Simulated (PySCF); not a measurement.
# Reading the logs of faulty runs: BH2NOSi

These are calculations, not measurements. The program is PySCF 2.14.0, an open-source quantum chemistry code, run on an isolated molecule that a program drew, which may never have been made. The molecule is BH2NOSi (charge 0, singlet), drawn as the SMILES string `B=N[Si]O`.

Each row is a Hartree-Fock (HF) and frozen-core CCSD(T) single point in the cc-pV(D+d)Z basis, meant for a local HF minimum. Run 1 is clean. Each other run has one planted mistake out of seven kinds, and not every kind appears here: one electron removed, one electron added, multiplicity raised by two, geometry at a saddle point, minimal basis STO-3G, one bond length entered in bohr, all coordinates scaled. The reference is restricted for singlets and unrestricted otherwise, and also for a bond in bohr. Adding or removing an electron swaps singlet and doublet. Electrons count all cores. HOMO and LUMO are orbital energies over both spins, the gradient is its largest component, and the lowest frequency (negative if imaginary) is given only where the gradient is small. Bond lengths are over the 5 bonds as drawn. T1 is the CCSD diagnostic: over 0.02 (restricted) or 0.045 (unrestricted) a single reference is doubtful.

Geometry of the clean run:
```xyz
6
BH2NOSi, angstrom
B    -2.0593    0.1085   -0.1750
N    -1.0473    0.7479    0.1747
Si    0.1743    1.8333    0.6865
O     1.4926    0.8321    0.6156
H    -3.0073   -0.4967   -0.5044
H     2.3137    1.2320    0.8650
```

```
run,electrons,basis functions,<S^2>,HOMO (eV),LUMO (eV),gradient (hartree/bohr),lowest frequency (cm^-1),mean bond (Å),longest bond (Å),T1,HF (hartree),CCSD(T) (hartree),mistake
1,36,75,0.000,-8.94,1.92,1.2e-05,135,1.3470,1.712,0.0185,-444.15857,-444.70356,no fault
2,36,75,0.755,-9.07,1.44,2.1e-02,-,1.5556,2.215,0.0638,-444.02663,-444.57105,one bond length entered in bohr
3,35,75,0.761,-17.47,-6.85,9.9e-02,-,1.3470,1.712,0.0229,-443.86967,-444.38423,one electron removed
4,36,75,2.013,-6.61,0.48,2.8e-02,-,1.3470,1.712,0.0216,-444.08388,-444.60374,multiplicity raised by two
5,37,75,0.834,0.51,8.67,5.5e-02,-,1.3470,1.712,0.0247,-444.11260,-444.66895,?
```

**Which mistake was planted in run 5, and what did it cost?**

It counts 37 electrons, one more than the clean run, at the same geometry and basis. So the mistake is: one electron added. Subtracting run 1 and multiplying by 627.51 kcal/mol a hartree, the energy moved by 28.8 kcal/mol in HF and 21.7 kcal/mol in CCSD(T).

Cautions from the logs. Run 2: T1 is over the limit, so its CCSD(T) energy is less reliable; run 5: the HOMO is above zero, so the electron isn't bound and the energy depends on the basis.
